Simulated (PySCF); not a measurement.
**From a computed spectrum to the compound**

A species of 5 atoms with charge 3 has these harmonic modes (PBE0, small Gaussian bases with core potentials, PySCF 2.14.0):

```
cm⁻¹  km/mol  symmetry
 254    61.3        b2
 273    67.8        b1
 432    26.8        a1
1173    19.7        b2
1245     5.5        b1
1438   293.4        a1
1553   287.3        a1
3010    98.5        a1
3164    96.0        b2
```

**Question.** Which species is it, and in which structure?

**Answer.** [Eu(H2CO)]3+ (singlet in the valence; each metal's 4f electrons, 6 of them, lie in its core potential, out of spins and levels):
```xyz
5

Eu    0.0000    0.0000   -0.4486
O     0.0000    0.0000    1.6573
C     0.0000    0.0000    2.9247
H     0.9714    0.0000    3.4687
H    -0.9714    0.0000    3.4687
```
Ideal gas at 298.15 K and 1 bar: S = 297.3 J/(mol K), Cp = 56.0 J/(mol K), H − H(0 K) = 13.2 kJ/mol (rigid rotor, harmonic modes, spin degeneracy alone, that of the 4f electrons in the core included). An lcecp potential fixes the number of 4f electrons, so in runs with it no electron can move into or out of that shell.
 Other answers can fit too; this one was computed.
